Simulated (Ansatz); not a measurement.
The cluster Be₃S₃, relaxed as a singlet with RKS r2SCAN-D4/def2-SVP in Ansatz, starting from the GFN2-xTB geometry. Force threshold 0.02 eV/Å.

The structure comes from a short search, and lower isomers may exist.

Start:

Cartesian coordinates in Å:
```
Be 1.036 -0.707 0.628
Be -0.636 -0.542 -1.125
Be -0.399 1.248 0.497
S 0.615 -1.933 -0.768
S 0.987 0.840 1.741
S -1.602 1.095 -0.974
```

Problem. Estimate the energy that the relaxation releases and the steps that it takes.

Solution. 0.2 kcal/mol, in 4 steps; 12 s on 2 threads of Arm Neoverse V2 on a shared host. No frequencies were taken in this run, so the end may be a saddle point.

Problem. Does the start keep its bonding and symmetry?

Solution. By distances, no bond broke or formed. The bond that changes most is Be2–S4, from 1.91 to 1.92 Å (atoms count from 1). Point group D3h at the start, D3h at the end, both within 0.05 Å.

Problem. Predict the relaxed structure.

Solution. 
```xyz
6

Be    1.048   -0.716    0.636
Be   -0.645   -0.549   -1.139
Be   -0.403    1.265    0.503
S     0.619   -1.942   -0.772
S     0.991    0.843    1.749
S    -1.609    1.099   -0.977
```
Bond lengths (bridged metal pairs left out): 6 × Be–S 1.92 Å.
